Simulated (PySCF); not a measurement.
B3LYP has the VWN-RPA correlation part, as in Gaussian. Excitations are Tamm–Dancoff values on a coarser integration grid. The basis has no diffuse functions, so Rydberg states are missing or too high.

Z-matrix (Å, degrees):
```
C
C 1 1.3359
H 2 1.0832 1 121.77
H 2 1.0853 3 117.19 1 179.99
H 1 1.0855 2 121.33 3 0.01
C 1 1.4422 5 116.85 2 -179.99
H 6 1.0933 1 114.90 5 179.99
S 6 1.6176 7 119.87 1 180.00
```
Charge 0, spin multiplicity 1.

### Question
Give the S1 excitation (TDA), T1 excitation (TDA) and HOMO at the level B3LYP-D3(BJ)/def2-TZVP // PBE0-D3(BJ)/def2-TZVP (PySCF).

### Answer

| Item | Result |
|---|---|
| S1 excitation (TDA) | 2.11 eV |
| T1 excitation (TDA) | 1.63 eV |
| HOMO | -6.27 eV |
